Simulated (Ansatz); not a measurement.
1-ethyl-3-methylimidazolium iodide, `CCn1cc[n+](C)c1.[I-]`, 20 atoms. Hardware: 4 threads of Arm Neoverse V2 on a shared host.

In the def2 sets I takes a core potential; there is no spin–orbit coupling. Correlated methods freeze 12 core orbitals; core or outer-core shells of I are correlated, in sets that lack core-valence functions.

Question: How many basis functions does each of these Ansatz runs have, and roughly what does it cost? PBE0-D4/def2-TZVP, charge 1 doublet at the geometry of the charge 0 singlet, energy; PBE-D4/def2-SVP, charge -1 doublet, relaxation, 46 steps; PBE-D4/def2-SVP, charge 0 singlet, energy, from earlier orbitals; RPA@PBE/def2-TZVP, charge 0 singlet, energy, from earlier orbitals; PBE-D4/def2-TZVP, charge 1 doublet at the geometry of the charge 0 singlet, energy, from earlier orbitals; PBE-D4/def2-TZVP, charge 0 triplet at the geometry of the charge 0 singlet, energy, from earlier orbitals; PBE0-D4/def2-TZVP, charge -1 doublet, energy, from earlier orbitals; PBE-D4/def2-TZVP, charge -1 doublet at the geometry of the charge 0 singlet, energy, from earlier orbitals; ωB97X-V/def2-TZVP, charge 0 singlet, energy and forces, from earlier orbitals; r2SCAN-D4/def2-TZVP, charge 0 singlet, energy, from earlier orbitals; ωB97X-V/def2-TZVP, charge 1 doublet at the geometry of the charge 0 singlet, energy, from earlier orbitals; MP2/def2-TZVP, charge 0 singlet, energy, from earlier orbitals.

Answer: Other jobs shared the machine, so times can vary by a factor of up to 3. A dash marks memory too small to be measured apart from the calling script's.

```
                                                                                                       run  functions  fitting or Cholesky vectors  wall time  peak host memory (GiB)
                                          PBE-D4/def2-SVP, charge 0 singlet, energy, from earlier orbitals        193                         2246      2.9 s                       –
                                      r2SCAN-D4/def2-TZVP, charge 0 singlet, energy, from earlier orbitals        364                         2241       10 s                       –
PBE-D4/def2-TZVP, charge -1 doublet at the geometry of the charge 0 singlet, energy, from earlier orbitals        364                         2241       12 s                    0.84
 PBE-D4/def2-TZVP, charge 0 triplet at the geometry of the charge 0 singlet, energy, from earlier orbitals        364                         2241       12 s                    0.83
                                            MP2/def2-TZVP, charge 0 singlet, energy, from earlier orbitals        364                         2628       15 s                     1.7
 PBE-D4/def2-TZVP, charge 1 doublet at the geometry of the charge 0 singlet, energy, from earlier orbitals        364                         2241       17 s                    0.88
                                        RPA@PBE/def2-TZVP, charge 0 singlet, energy, from earlier orbitals        364                         2628       25 s                     1.8
                             ωB97X-V/def2-TZVP, charge 0 singlet, energy and forces, from earlier orbitals        364                         2263       36 s                     1.8
                                       PBE0-D4/def2-TZVP, charge -1 doublet, energy, from earlier orbitals        364                         2292       37 s                     1.8
ωB97X-V/def2-TZVP, charge 1 doublet at the geometry of the charge 0 singlet, energy, from earlier orbitals        364                         2628       91 s                       3
                       PBE0-D4/def2-TZVP, charge 1 doublet at the geometry of the charge 0 singlet, energy        364                         2292    1.8 min                       2
                                                  PBE-D4/def2-SVP, charge -1 doublet, relaxation, 46 steps        193                         2246    2.5 min                       –
```
